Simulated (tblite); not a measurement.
C8H12Si.
Atom-mapped SMILES: `[CH2:1]=[CH:2][C:3]1=[CH:4][CH2:5][CH:6]=[CH:7][CH2:8][SiH2:9]1` (hydrogens: H10, H11 on C1; H12 on C2; H13 on C4; H14, H15 on C5; H16 on C6; H17 on C7; H18, H19 on C8; H20, H21 on Si9)

Structure used (GFN2-xTB), in Å, numbered top down from 1:
```
atom  x, y, z in Å
C1     3.1398    1.0871    0.1294
C2     2.4524   -0.0461    0.0619
C3     1.0146   -0.1632   -0.1350
C4     0.5014   -1.3948   -0.2716
C5    -0.9410   -1.7454   -0.4970
C6    -1.8104   -1.2774    0.6376
C7    -2.2314   -0.0262    0.7508
C8    -1.8856    1.0399   -0.2293
Si9   -0.0172    1.4224   -0.1495
H10    2.6665    2.0495    0.0448
H11    4.2075    1.0896    0.2717
H12    2.9878   -0.9865    0.1441
H13    1.1739   -2.2455   -0.2134
H14   -1.0351   -2.8265   -0.6097
H15   -1.2817   -1.2782   -1.4262
H16   -2.0685   -2.0164    1.3824
H17   -2.8314    0.2649    1.6020
H18   -2.1394    0.7113   -1.2387
H19   -2.4631    1.9411   -0.0332
H20    0.3243    2.2510   -1.3176
H21    0.2277    2.1663    1.0960
```

Computed values, GFN2-xTB/tblite, gas phase, harmonic and unscaled. This tight-binding method is rough: wavenumbers can miss measured ones by several per cent, in bad cases by 10 to 20. Modes of hydrogen on silicon can be 10 to 20 % off. One conformer, not necessarily the lowest.

Harmonic wavenumbers (cm⁻¹): 64.1, 87.5, 176.0, 196.1, 220.1, 281.2, 301.2, 317.4, 412.5, 481.4, 488.5, 541.9, 583.3, 588.3, 634.1, 668.3, 685.2, 731.5, 772.2, 795.3, 806.9, 841.5, 881.1, 900.0, 924.7, 986.7, 1006.4, 1009.4, 1053.3, 1097.0, 1131.3, 1168.8, 1198.0, 1215.9, 1247.0, 1289.9, 1300.3, 1338.7, 1348.9, 1411.3, 1466.6, 1484.9, 1629.9, 1673.5, 1709.5, 2184.6, 2197.0, 2934.3, 2958.1, 2988.7, 3003.5, 3009.9, 3017.3, 3055.9, 3075.0, 3106.3, 3134.5.

A = 2357, B = 1089, C = 811.2 MHz; mass 136.071 u (most abundant isotopes); point group C1, symmetry number 1.

Q: Zero-point energy?

A: ½Σν̃ = 36906 cm⁻¹ = 441.50 kJ/mol.

Q: Give the ideal-gas entropy at 500 K and 1 bar in the rigid-rotor, harmonic-oscillator model (classical rotation).

A: Translation 180.88, rotation 129.56, vibration 203.26: S = 513.7 J/(mol K).

Q: And Cp and H(500 K) − H(0)?

A: Cp = 262.93 J/(mol K), of which vibrations give 229.67 (their classical limit is 57 R = 473.9); H(500 K) − H(0) = 72.96 kJ/mol without the zero-point energy, 56.33 from vibrations.

Q: Which modes carry the vibrational entropy at 500 K?

A: 64.1 cm⁻¹: 22.38; 87.5 cm⁻¹: 19.80; 176.0 cm⁻¹: 14.06; 196.1 cm⁻¹: 13.18; 220.1 cm⁻¹: 12.25; 281.2 cm⁻¹: 10.30 J/(mol K); the other 51 give 111.28 together.

Q: What must be added to the electronic energy to get the Gibbs energy at 500 K and 1 bar?

A: ZPE + [H(500 K) − H(0)] − T·S = 441.50 + 72.96 − 256.85 = 257.61 kJ/mol.

Q: How do the functions run with temperature in this model?

A: 
```json
{"T (K)": "100", "S (J/(mol K))": "281.3", "Cp (J/(mol K))": "70.3", "H − H(0) (kJ/mol)": "4.87", "G − H(0) (kJ/mol)": "-23.26", "ln q(vib)": "1.08"}
{"T (K)": "200", "S (J/(mol K))": "344.6", "Cp (J/(mol K))": "119.2", "H − H(0) (kJ/mol)": "14.29", "G − H(0) (kJ/mol)": "-54.64", "ln q(vib)": "3.19"}
{"T (K)": "300", "S (J/(mol K))": "403.1", "Cp (J/(mol K))": "172.6", "H − H(0) (kJ/mol)": "28.88", "G − H(0) (kJ/mol)": "-92.04", "ln q(vib)": "5.61"}
{"T (K)": "800", "S (J/(mol K))": "657.4", "Cp (J/(mol K))": "347.1", "H − H(0) (kJ/mol)": "165.65", "G − H(0) (kJ/mol)": "-360.24", "ln q(vib)": "18.94"}
{"T (K)": "1000", "S (J/(mol K))": "738.9", "Cp (J/(mol K))": "383.1", "H − H(0) (kJ/mol)": "238.87", "G − H(0) (kJ/mol)": "-500.03", "ln q(vib)": "24.03"}
```

q(vib) and H(0) count from the zero-point level.

Q: Blend soft modes into free rotors: weight 1/[1 + (100 cm⁻¹/ν̃)⁴] for the oscillator and the rest for a rotor with moment μB/(μ + B), μ = h/(8π²ν), B = 10⁻⁴⁴ kg m². What vibrational entropy results?

A: 194.11 J/(mol K) in place of 203.26, which changes −T·S at 500 K by +4.57 kJ/mol.

Hindered rotation and anharmonicity are outside this model. Other conformers, if any are populated, would add a mixing term that is left out. The structure is chiral; the term R ln 2 for an equal mix with its mirror image is left out.
